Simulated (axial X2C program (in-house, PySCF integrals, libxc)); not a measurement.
How long does SbP take?

A bond scan computed with an in-house relativistic program for diatomic molecules. Basis: Sb dyall-cv3z [11s12p8d4f1g], P dyall-v3z [8s7p2d1f] (cores contracted in-house).

Input file and command:
```json
{
 "zs": [
  51,
  15
 ],
 "q": 0,
 "bas": [
  "dyall-cv3z",
  "dyall-v3z"
 ],
 "levels": [
  "PBE0",
  "HF",
  "PW91"
 ],
 "cc": true,
 "r0": 2.35,
 "thr": -2.0,
 "nmax": 110,
 "npts": 10,
 "nst": 2,
 "ntry": 8
}
```
```bash
python so2c.py task.json out
```

Keys: zs atomic numbers; q charge; bas basis sets; levels methods; cc coupled cluster on or off; r0 starting distance in Å; thr threshold in hartree for freezing inner shells (an s shell follows its p shell); nmax most natural virtual spinors; npts points on the curve; nst determinants followed; ntry starts of the search. HF also brings MP2.

Hardware: 1 thread of Arm Neoverse V1 (shared host).

Wall time of one point of each curve, integrals apart:

| Hamiltonian | level | points | seconds a point |
| --- | --- | --- | --- |
| spin-free | PBE0 | 10 | 0.3 |
| spin-free | HF | 10 | 0.16 |
| spin-free | CCSD(T) (20 electrons, 110 virtuals) | 7 | 20 |
| spin-free | PW91 | 10 | 0.27 |
| 2c | PBE0 | 10 | 0.44 |
| 2c | HF | 10 | 0.35 |
| 2c | CCSD(T) (20 electrons, 110 virtuals) | 7 | 23 |
| 2c | PW91 | 10 | 0.29 |

The rest:

Search with its distance optimisation 28 s, atoms 65 s, whole task 430 s. Coupled cluster runs on the points near the minimum only. The program drops outer points, and coupled cluster, when its time limit (not in the input) nears; MP2, further determinants and curves that did not converge are not in the table.
